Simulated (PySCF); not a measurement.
C3H8Ge, SMILES [CH]([GeH2][CH3])=C. Coordinates come from a PBE0-D3(BJ)/def2-SVP optimisation. The structure was generated by enumeration, and PubChem lists no compound with its InChIKey, so it may never have been made. The values are those of a single conformer.

The numbers are results of PBE0-D3(BJ)/def2-SVP (PySCF), not measurements.

Harmonic wavenumbers (cm⁻¹): 93, 146, 152, 317, 385, 500, 581, 618, 689, 703, 840, 857, 891, 980, 1005, 1042, 1253, 1269, 1415, 1436, 1438, 1689, 2128, 2135, 3068, 3137, 3165, 3179, 3181, 3232. Rotational constants (GHz): 7.592, 3.417, 2.465; symmetry number 1.

**Question.** Work out the zero-point energy and the ideal-gas rigid-rotor harmonic-oscillator thermochemistry at 298.15 K and 1 atm.

**Answer.** ZPE = ½ Σ hcν = ½ × 41524 cm⁻¹ = 59.36 kcal/mol. H − E(el) = 64.17 kcal/mol. Entropy in cal/(mol K): translation 40.18, rotation 26.02, vibration 14.38, total 80.58. G − E(el) = 40.14 kcal/mol. Cp = 25.29 cal/(mol K). Modes under 150 cm⁻¹ make the vibrational entropy uncertain.
